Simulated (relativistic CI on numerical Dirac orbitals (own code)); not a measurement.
## How well does a small relativistic CI reproduce Hg II?

Calculated at this level of theory: Dirac-Coulomb-Breit CI, separate exchange-only KLI orbitals for each configuration, model QED (radiative potential, 1s self-energy scaled to tabulated hydrogen-like ionisation energies), valence Slater integrals scaled by 0.85, P86 correlation estimate, and configurations built on the next ion tied to the tabulated ionisation energy (semi-empirical) (own radial code, finite nucleus).

Configurations in the expansion (outside the closed core [Xe] 4f14): 5d10 6s, 5d9 6s2, 5d10 6p, 5d9 6s 6p, 5d10 7s, 5d10 6d, 5d10 7p, 5d10 5f, 5d10 6f, 5d8 6s 6p2, 5d10 8s, 5d10 7d, 5d10 8p, 5d8 6s2 6p, 5d10 5g, 5d9 6p2, 5d10 8d, 5d10 7f, 5d9 6s 7p, 5d9 6s 7s, 5d9 6s 8s, 5d9 6s 5f, 5d9 6s 7d, 5d9 6s 6d. Levels of other configurations are missing.

```csv
Configuration,Term (tabulated),J,Measured (cm⁻¹),Computed,Error,Purity (%)
5d10 6s,2S,1/2,0.0,0,0,99
5d9 6s2,2D,5/2,35514.6,38412,2898,96
5d9 6s2,2D,3/2,50555.6,52773,2217,96
5d10 6p,2P°,1/2,51486.1,55482,3996,97
5d10 6p,2P°,3/2,60608.4,63405,2797,96
5d9 6s 6p,"(5/2,2)°",9/2,91139.5,89821,-1319,99
5d10 7s,2S,1/2,95714.4,96279,564,100
5d10 6d,2D,3/2,104984.1,104773,-211,99
5d10 6d,2D,5/2,105544.0,105192,-352,99
5d10 7p,2P°,1/2,108298.2,108916,618,86
5d10 5f,2F° †,7/2,123153.8,122352,-802,99
5d10 5f,2F° †,5/2,123411.4,122138,-1273,93
```

Measured levels from NIST Handbook of Basic Atomic Spectroscopic Data (Sansonetti and Martin, J. Phys. Chem. Ref. Data 34, 1559 (2005)); pairs were made by configuration, J and term (by order where the table uses no LS term), so strongly mixed levels may be paired wrongly.

Mean error by configuration (cm⁻¹): 5d9 6s2 2557; 5d10 6p 3396; 5d9 6s 6p -1319; 5d10 7s 564; 5d10 6d -281; 5d10 7p 618. Over the excited levels the mean absolute error is 1664 cm⁻¹ (11 of the 20 excited levels that our extract of the source holds in range could be paired, and the others can miss by more), and the median relative error of those above 1,000 cm⁻¹ is 1.4 %. † marks terms whose computed intervals miss the measured ones by more than a factor of 2.5, or configurations far off the rest, from wrong mixing, a near crossing or a doubtful label or measurement; they are left out of the means.
